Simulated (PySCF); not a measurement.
BHandHLYP single point of quartet [WS2]- at its PBE0 minimum.

Input, equivalent to the run apart from its starting density:

```python
from pyscf import gto, scf, dft
mol = gto.M(atom='''
W      0.000000    -0.000000    -0.191501
S      2.076248    -0.000000     0.552669
S     -2.076248     0.000000     0.552669''',
    basis={'W': 'def2-SVPD', 'S': 'def2-SVPD'},
    ecp={'W': 'def2-SVPD'},
    charge=-1, spin=3)
mf = dft.UKS(mol, xc='BHANDHLYP')
mf.grids.atom_grid = (75, 302)
aux = {'W': 'def2-universal-JKFIT', 'S': 'def2-universal-JKFIT'}
mf = mf.density_fit(auxbasis=aux)
mf.conv_tol = 1e-08
mf.diis_space = 10
mf.max_cycle = 60
mf.verbose = 4
mf.kernel()
```

Excerpt of the output:

```
init E= -863.193013957338
cycle= 1 E= -863.193900719857  delta_E= -0.000887  |g|= 0.0508  |ddm|= 0.203
cycle= 2 E= -863.189338309217  delta_E= 0.00456  |g|= 0.101  |ddm|= 0.181
cycle= 3 E= -863.195515883173  delta_E= -0.00618  |g|= 0.00352  |ddm|= 0.115
cycle= 4 E= -863.195537308586  delta_E= -2.14e-05  |g|= 0.00114  |ddm|= 0.0168
cycle= 5 E= -863.19554004512  delta_E= -2.74e-06  |g|= 0.000536  |ddm|= 0.00437
cycle= 6 E= -863.195541167977  delta_E= -1.12e-06  |g|= 0.000327  |ddm|= 0.00255
cycle= 7 E= -863.195541667302  delta_E= -4.99e-07  |g|= 0.000137  |ddm|= 0.00184
cycle= 8 E= -863.195541780195  delta_E= -1.13e-07  |g|= 5.62e-05  |ddm|= 0.00092
cycle= 9 E= -863.195541794292  delta_E= -1.41e-08  |g|= 2.11e-05  |ddm|= 0.000346
cycle= 10 E= -863.195541795781  delta_E= -1.49e-09  |g|= 4.79e-06  |ddm|= 0.000121
Extra cycle  E= -863.195541795836  delta_E= -5.48e-11  |g|= 4.17e-06  |ddm|= 2.15e-05
converged SCF energy = -863.195541795836  <S^2> = 3.8000535  2S+1 = 4.024949
```

With open d or f shells other occupations or spin states may lie lower. The lowest empty level of this anion is unbound, so it and the gap depend on the basis. Spin–orbit coupling, left out here, can matter for elements this heavy.

This run, together with those of the ionised and electron-attached species (not shown), took 4.4 s on 2 threads of a shared Intel Xeon @ 2.60GHz (Ice Lake) host, with 89 basis functions; the process peaked at 0.83 GiB.
